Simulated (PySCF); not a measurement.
H3Si2, SMILES [SiH][SiH2] (connectivity only; charge and spin as stated), neutral, multiplicity 2.

Geometry: ωB97X-D3(BJ)/def2-TZVP. The isomer is the one that the SMILES or the coordinates give; other isomers of the formula were not compared.

The numbers are results of TDA-M06-2X/def2-TZVPD (PySCF), not measurements.

Vertical excitations. Isolated molecule, no solvent.

| state | energy (eV) | λ (nm) | f | main pairs |
|---|---|---|---|---|
| root 1 | 0.98 | 1263 | 0.001 | β HOMO→LUMO 92 % |
| root 2 | 2.61 | 476 | 0.000 | α HOMO−1→LUMO 35 %, β HOMO−1→LUMO 51 %, β HOMO→LUMO+1 9 % |
| root 3 | 2.99 | 415 | 0.004 | α HOMO−1→LUMO 47 %, β HOMO−1→LUMO 44 % |
| root 4 | 3.21 | 387 | 0.101 | α HOMO→LUMO 92 % |
| root 5 | 3.87 | 320 | 0.013 | α HOMO−1→LUMO 13 %, β HOMO→LUMO+1 78 % |
| root 6 | 4.57 | 271 | 0.000 | α HOMO−2→LUMO 82 %, β HOMO−2→LUMO 10 % |
| root 7 | 4.65 | 267 | 0.009 | α HOMO→LUMO+1 64 %, β HOMO−2→LUMO 12 % |
| root 8 | 4.73 | 262 | 0.000 | α HOMO−1→LUMO+1 37 %, α HOMO−1→LUMO+3 6 %, β HOMO→LUMO+3 32 %, β HOMO→LUMO+4 7 % |
| root 9 | 4.80 | 258 | 0.003 | α HOMO→LUMO+1 17 %, α HOMO−2→LUMO 10 %, β HOMO−2→LUMO 60 % |
| root 10 | 5.07 | 245 | 0.022 | β HOMO→LUMO+2 93 % |
Unrestricted roots are not spin-pure.
